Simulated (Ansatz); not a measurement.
Isolated molecules relaxed with PBE0-D4/def2-TZVP in Ansatz; ΔE leaves out vibrations. CCSD(T)/CBS is the MP2 limit (def2-TZVPP, def2-QZVPP) plus CCSD(T) − MP2 in def2-TZVPP, frozen cores. This one scheme is used for every species. Functionals use def2-TZVPP. B3LYP here is the variant with VWN-RPA as its local correlation; programs differ in this. One conformer a species, not always the lowest.

Reaction (silylene formation by 1,1-elimination): `C[SiH](F)N=C=O` → `C[Si]F` + `N=C=O`

`C[SiH](F)N=C=O`:

Cartesian coordinates in Å:
```
C -1.074 -0.784 0.921
Si 0.444 -0.546 -0.094
F 1.734 -0.720 0.828
N 0.468 1.035 -0.730
C 0.850 2.021 -1.287
O 1.183 2.999 -1.821
H -1.112 -0.056 1.735
H -1.096 -1.787 1.354
H -1.968 -0.656 0.305
H 0.570 -1.505 -1.211
```

`C[Si]F`:

Z-matrix (Å, degrees):
```
C
Si 1 1.886
H 1 1.097 2 109.6
H 1 1.092 2 112.7 3 -121.4
H 1 1.097 2 109.8 3 116.9
F 2 1.620 1 98.3 3 -59.0
```

`N=C=O`:

```xyz
4

N    -0.301    0.542   -0.449
C     0.044   -0.182    0.455
O     0.301   -0.793    1.407
H    -0.043    0.432   -1.413
```

```json
{"level": "B3LYP-D4", "ΔE (kJ/mol)": "297.8"}
{"level": "BHLYP-D4", "ΔE (kJ/mol)": "321.0"}
{"level": "r2SCAN0", "ΔE (kJ/mol)": "325.4"}
{"level": "HF/def2-SVP", "ΔE (kJ/mol)": "314.6"}
{"level": "MP2/def2-SVP", "ΔE (kJ/mol)": "312.9"}
{"level": "HF/def2-TZVPP", "ΔE (kJ/mol)": "317.0"}
{"level": "SCS-MP2/def2-QZVPP", "ΔE (kJ/mol)": "315.6"}
{"level": "CCSD/CBS(def2)", "ΔE (kJ/mol)": "306.5"}
```

Task: What does CCSD(T)/CBS give? (Estimate.)

Result: The calculation gave: +305.2 kJ/mol. The listed levels differ from it by -7.4, 15.8, 20.2, 9.4, 7.7, 11.8, 10.4, 1.3 kJ/mol.

Largest T1 diagnostic among the species: 0.018.

At CCSD(T), def2-SVP lies −14.4 kJ/mol from the extrapolated value and def2-TZVPP −3.6 kJ/mol. The D4 term adds +12.2 kJ/mol with B3LYP and +6.8 kJ/mol with PBE0; it sums over pairs of atoms, weighted by their polarisabilities, and B3LYP, whose exchange is more repulsive, gets the larger term.
